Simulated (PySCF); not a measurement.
SMILES c1ccc(C=O)c([SiH3])c1 at its GFN2-xTB optimised geometry (Å):

```
17

O     -1.0232    -2.8375     0.0021
C     -1.6257    -1.7854     0.0017
C     -0.9692    -0.4951     0.0000
C     -1.6994     0.6948    -0.0009
C     -1.0334     1.9025    -0.0016
C      0.3559     1.9189    -0.0007
C      1.0730     0.7344     0.0000
C      0.4312    -0.4951     0.0000
Si     1.3676    -2.1441    -0.0009
H     -2.7301    -1.7726     0.0026
H     -2.7801     0.6606    -0.0012
H     -1.5860     2.8305    -0.0028
H      0.8785     2.8649    -0.0007
H      2.1528     0.7639     0.0006
H      1.1680    -2.8649     1.2509
H      2.7801    -1.7003    -0.0022
H      1.1643    -2.8644    -1.2527
```

Computed with PBE0/def2-SVP (PySCF).

Map of the LUMO amplitude (bohr^(-3/2)) on the plane z = 0.8 Å; orbital energy -2.11 eV, overall sign arbitrary:

```
|4444444444444444444444444|
|4444444444444444444444444|
|4444444444444444444444444|
|4444444444444444444444444|
|4444444444444444444444444|
|4444444333445555444444444|
|4444443333456765444444444|
|4444433322357875544444444|
|4444433222357875444444444|
|4444332211345654444444444|
|4444332101344433344444444|
|4444333222333222334444444|
|4444443345542112334444444|
|4444444567642002334444444|
|4444445678752112334444444|
|4444456798753222334444444|
|4444456898643333334444444|
|4444456776433334444444444|
|4444445542123445544444444|
|4444444420013455544444444|
|4444444321123445444444444|
|4444444433233444444444444|
|4444444433334444444444444|
|4444444444444444444444444|
|4444444444444444444444444|
```
Scale: ten equal steps from -0.092 (start of '0') to 0.123 (end of '9'), in the order '0123456789'; x runs from -5.00 to 5.00, y from -5.00 (bottom) to 5.00 (top).
